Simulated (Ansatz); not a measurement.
Geometry optimisation, RKS PBE0-D4/def2-SVP in Ansatz.

input.yaml

```yaml
crystal:
  periodic: [false, false, false]
  atoms:
    - { symbol: B, position_ang: [0.3495, -1.3652, 0.3983] }
    - { symbol: C, position_ang: [0.362, 0.2289, 0.0377] }
    - { symbol: "N", position_ang: [0.8638, 1.1654, 1.0102] }
    - { symbol: O, position_ang: [0.9534, 0.4816, -1.2108] }
    - { symbol: B, position_ang: [-0.5641, 0.8436, -1.0759] }
    - { symbol: S, position_ang: [-2.3242, 0.8852, -1.728] }
    - { symbol: H, position_ang: [-0.7165, -1.8342, 0.5864] }
    - { symbol: H, position_ang: [1.3353, -1.8954, 0.6097] }
    - { symbol: H, position_ang: [1.8564, 0.8567, 1.3398] }
    - { symbol: H, position_ang: [0.2962, 1.1068, 1.9001] }
    - { symbol: H, position_ang: [-2.3465, -0.5304, -1.8468] }
basis:
  gaussian: { orbitals: def2-SVP }
hamiltonian:
  xc: pbe0
  dispersion: d4
relax:
  f_tol: 0.015
  max_steps: 40
```

Command:

```bash
$ ansatz run input.yaml --threads 2 --pin off --max-ram 3072MiB --backend cpu --events-out ev --progress --plain --runs-dir out
```

Question: Where does it end, and by what steps?

Answer: It converged. After 37 steps the energy has fallen by 3.435 eV; H10 moved furthest, 1.42 Å. Joined: B1–B5.

```tsv
step	energy less start (eV)	largest force component (eV/Å)	accepted
0	0.0000	3.856	yes
2	-1.5132	3.115	yes
4	-1.8622	0.714	yes
6	-2.0968	0.846	yes
8	-2.2672	0.699	yes
10	-2.4180	0.670	yes
12	-2.5637	0.488	yes
14	-2.6424	0.566	yes
16	-2.6786	0.797	yes
18	-2.6971	0.199	yes
20	-2.7040	0.110	yes
22	-2.7173	0.254	yes
24	-2.8370	0.634	yes
26	-3.1274	1.369	yes
28	-3.2510	1.391	yes
30	-3.3985	0.743	yes
32	-3.4292	0.239	yes
34	-3.4346	0.045	yes
36	-3.4353	0.042	yes
37	-3.4354	0.014	yes
```

```xyz
11
Properties=species:S:1:pos:R:3
B 0.102 -1.118 0.145
C 0.657 0.336 0.379
N 1.054 1.080 1.390
O 0.384 0.970 -0.769
B -0.601 -0.053 -1.006
S -1.931 0.318 -2.146
H -0.356 -1.784 1.048
H 0.908 -1.661 -0.605
H 1.262 0.639 2.276
H 1.135 2.089 1.307
H -2.548 -0.872 -1.999
```

Whether the end is a true minimum wasn't checked by a vibrational analysis.

The run took 96 s on 2 threads of Intel(R) Xeon(R) Platinum 8488C (Sapphire Rapids), with other jobs on the host, peak memory 0.28 GiB.
